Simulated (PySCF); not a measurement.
Ground-state electric properties of a mixed set of molecules.

All values: B3LYP/def2-SVPD (PySCF) at PBE0-D3(BJ)/def2-SVP geometries, gas phase, one conformer each. Core orbitals are frozen in the response; Δα² is half the sum of the squared differences of the principal polarisabilities.

**Question.** Rank by polarisability anisotropy Δα, lowest first.
A. `[CH3:1][C:2](=[O:3])[NH:4][SiH2:5][CH:6]1[CH2:7][CH2:8][CH2:9][CH2:10]1` with C1–C2–N4–Si5 -179°, C2–N4–Si5–C6 177°, N4–Si5–C6–C7 -54°, Si5–C6–C7–C8 -140°, C6–C7–C8–C9 37°, C7–C8–C9–C10 -42°, C8–C9–C10–C6 31°
B. `[CH2:1]=[CH:2][C@H:3]([C:4](=[CH2:5])[CH3:6])[N:7]([CH3:8])[SiH2:9][OH:10]` with C1–C2–C3–C4 -113°, C2–C3–C4–C5 3°, C2–C3–N7–C8 68°, C3–N7–Si9–O10 -138°, N7–Si9–O10–H 53°
C. `[CH3:1]/[CH:2]=[CH:3]\[O:4][SiH2:5][N:6]1[CH2:7][CH2:8][CH2:9][CH2:10]1` with C2–C3–O4–Si5 162°, C3–O4–Si5–N6 -76°, O4–Si5–N6–C7 85°, Si5–N6–C7–C8 154°, N6–C7–C8–C9 22°, C7–C8–C9–C10 1°, C8–C9–C10–N6 -24°
D. `[CH3:1]/[CH:2]=[CH:3]/[O:4][SiH2:5][N:6]1[CH2:7][CH2:8][CH2:9][CH2:10]1` with C2–C3–O4–Si5 3°, C3–O4–Si5–N6 179°, O4–Si5–N6–C7 84°, Si5–N6–C7–C8 153°, N6–C7–C8–C9 23°, C7–C8–C9–C10 1°, C8–C9–C10–N6 -23°
E. `[OH:1][SiH2:2][N:3]1[CH2:4][CH2:5][C@H:6]([CH:7]2[CH2:8][CH2:9]2)[CH2:10]1` with H–O1–Si2–N3 56°, O1–Si2–N3–C4 -124°, C5–C6–C7–C8 159°, Si2–N3–C4–C5 141°, N3–C4–C5–C6 38°, C4–C5–C6–C7 97°, C6–C7–C8–C9 -110°

**Answer.** B (4.23 Å³), C (5.08 Å³), E (5.30 Å³), A (6.10 Å³), D (8.44 Å³).

**Question.** Rank by HOMO–LUMO gap, lowest first.
A. `O[SiH2]N1CC[C@H](C2CC2)C1`
B. `CC(=O)N[SiH2]C1CCCC1`
C. `C/C=C\O[SiH2]N1CCCC1`
D. `C1CN([SiH2]O/C=C/C)CC1`

**Answer.** A (6.09 eV), C (6.27 eV), D (6.40 eV), B (7.23 eV).

**Question.** Rank by dipole moment, lowest first.
A. `[OH:1][SiH2:2][N:3]1[CH2:4][CH2:5][C@H:6]([CH:7]2[CH2:8][CH2:9]2)[CH2:10]1` with H–O1–Si2–N3 56°, O1–Si2–N3–C4 -124°, C5–C6–C7–C8 159°, Si2–N3–C4–C5 141°, N3–C4–C5–C6 38°, C4–C5–C6–C7 97°, C6–C7–C8–C9 -110°
B. `[CH3:1][C:2](=[O:3])[NH:4][SiH2:5][CH:6]1[CH2:7][CH2:8][CH2:9][CH2:10]1` with C1–C2–N4–Si5 -179°, C2–N4–Si5–C6 177°, N4–Si5–C6–C7 -54°, Si5–C6–C7–C8 -140°, C6–C7–C8–C9 37°, C7–C8–C9–C10 -42°, C8–C9–C10–C6 31°
C. `[CH3:1]/[CH:2]=[CH:3]\[O:4][SiH2:5][N:6]1[CH2:7][CH2:8][CH2:9][CH2:10]1` with C2–C3–O4–Si5 162°, C3–O4–Si5–N6 -76°, O4–Si5–N6–C7 85°, Si5–N6–C7–C8 154°, N6–C7–C8–C9 22°, C7–C8–C9–C10 1°, C8–C9–C10–N6 -24°
D. `[CH3:1]/[CH:2]=[CH:3]/[O:4][SiH2:5][N:6]1[CH2:7][CH2:8][CH2:9][CH2:10]1` with C2–C3–O4–Si5 3°, C3–O4–Si5–N6 179°, O4–Si5–N6–C7 84°, Si5–N6–C7–C8 153°, N6–C7–C8–C9 23°, C7–C8–C9–C10 1°, C8–C9–C10–N6 -23°
E. `[CH2:1]=[CH:2][C@H:3]([C:4](=[CH2:5])[CH3:6])[N:7]([CH3:8])[SiH2:9][OH:10]` with C1–C2–C3–C4 -113°, C2–C3–C4–C5 3°, C2–C3–N7–C8 68°, C3–N7–Si9–O10 -138°, N7–Si9–O10–H 53°

**Answer.** D (1.10 D), E (1.70 D), C (1.91 D), A (2.33 D), B (4.24 D).

All values together:

```tsv
SMILES	formula	μ (D)	HOMO (eV)	LUMO (eV)	α (Å³)	Δα (Å³)	electrons	α per electron (Å³)	ΔSCF removal energy (eV)
C/C=C\O[SiH2]N1CCCC1	C7H15NOSi	1.91	-6.04	0.23	18.26	5.08	86	0.212	7.83
C=C[C@H](C(=C)C)N(C)[SiH2]O	C7H15NOSi	1.70	-6.38	-0.28	18.41	4.23	86	0.214	8.23
O[SiH2]N1CC[C@H](C2CC2)C1	C7H15NOSi	2.33	-6.19	-0.10	17.41	5.30	86	0.202	8.18
C/C=C/O[SiH2]N1CCCC1	C7H15NOSi	1.10	-6.14	0.26	18.31	8.44	86	0.213	8.32
CC(=O)N[SiH2]C1CCCC1	C7H15NOSi	4.24	-7.25	-0.02	17.69	6.10	86	0.206	–
```

Conformers: `[CH3:1]/[CH:2]=[CH:3]\[O:4][SiH2:5][N:6]1[CH2:7][CH2:8][CH2:9][CH2:10]1` with C2–C3–O4–Si5 162°, C3–O4–Si5–N6 -76°, O4–Si5–N6–C7 85°, Si5–N6–C7–C8 154°, N6–C7–C8–C9 22°, C7–C8–C9–C10 1°, C8–C9–C10–N6 -24°; `[CH2:1]=[CH:2][C@H:3]([C:4](=[CH2:5])[CH3:6])[N:7]([CH3:8])[SiH2:9][OH:10]` with C1–C2–C3–C4 -113°, C2–C3–C4–C5 3°, C2–C3–N7–C8 68°, C3–N7–Si9–O10 -138°, N7–Si9–O10–H 53°; `[OH:1][SiH2:2][N:3]1[CH2:4][CH2:5][C@H:6]([CH:7]2[CH2:8][CH2:9]2)[CH2:10]1` with H–O1–Si2–N3 56°, O1–Si2–N3–C4 -124°, C5–C6–C7–C8 159°, Si2–N3–C4–C5 141°, N3–C4–C5–C6 38°, C4–C5–C6–C7 97°, C6–C7–C8–C9 -110°; `[CH3:1]/[CH:2]=[CH:3]/[O:4][SiH2:5][N:6]1[CH2:7][CH2:8][CH2:9][CH2:10]1` with C2–C3–O4–Si5 3°, C3–O4–Si5–N6 179°, O4–Si5–N6–C7 84°, Si5–N6–C7–C8 153°, N6–C7–C8–C9 23°, C7–C8–C9–C10 1°, C8–C9–C10–N6 -23°; `[CH3:1][C:2](=[O:3])[NH:4][SiH2:5][CH:6]1[CH2:7][CH2:8][CH2:9][CH2:10]1` with C1–C2–N4–Si5 -179°, C2–N4–Si5–C6 177°, N4–Si5–C6–C7 -54°, Si5–C6–C7–C8 -140°, C6–C7–C8–C9 37°, C7–C8–C9–C10 -42°, C8–C9–C10–C6 31°.

A dash marks a removal energy that wasn't run or isn't settled.
